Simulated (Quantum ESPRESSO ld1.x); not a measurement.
Question: Species: Pr4+. Configuration: [Kr] 4d10 4f1 5s2 5p5.75 5d0.25 (fractional occupations, a model configuration). Method: Dirac Kohn-Sham, LDA (Slater exchange, Hedin-Lundqvist correlation), spin-unpolarised, spherical densities, point nucleus; open shells are shared between the two j in proportion to 2j + 1; computed with ld1.x of Quantum ESPRESSO 7.5. Some entries of the table are withheld. Estimate them.

orbital      occ.  eigenvalue (hartree)  <1/r> (bohr^-1)
1s1/2           2              -1535.68            64.64
2s1/2           2              -248.602            15.27
2p1/2           2              -235.144            15.26
2p3/2           4              -217.448            13.77
3s1/2           2              -55.1926            5.517
3p1/2           2              -49.4594            5.434
3p3/2           4              -45.9568            5.061
3d3/2           4              -35.9160            4.931
3d5/2           6              -35.1609            4.836
4s1/2           2                   (1)            2.305
4p1/2           2              -10.3373              (2)
4p3/2           4              -9.56632              (3)
4d3/2           4                   (4)            1.867
4d5/2           6                   (5)            1.837
5s1/2           2              -3.00049           0.9401
5p1/2     1.91667              -2.36846              (6)
5p3/2     3.83333              -2.23697              (7)
4f5/2    0.428571                   (8)            1.371
4f7/2    0.571429                   (9)            1.361
5d3/2         0.1              -1.34572           0.6259
5d5/2        0.15              -1.32914           0.6180

Answer: 
(1) 4s1/2 eigenvalue (hartree): -12.4892
(2) 4p1/2 <1/r> (bohr^-1): 2.203
(3) 4p3/2 <1/r> (bohr^-1): 2.079
(4) 4d3/2 eigenvalue (hartree): -6.01817
(5) 4d5/2 eigenvalue (hartree): -5.88083
(6) 5p1/2 <1/r> (bohr^-1): 0.8494
(7) 5p3/2 <1/r> (bohr^-1): 0.8080
(8) 4f5/2 eigenvalue (hartree): -1.82877
(9) 4f7/2 eigenvalue (hartree): -1.81204
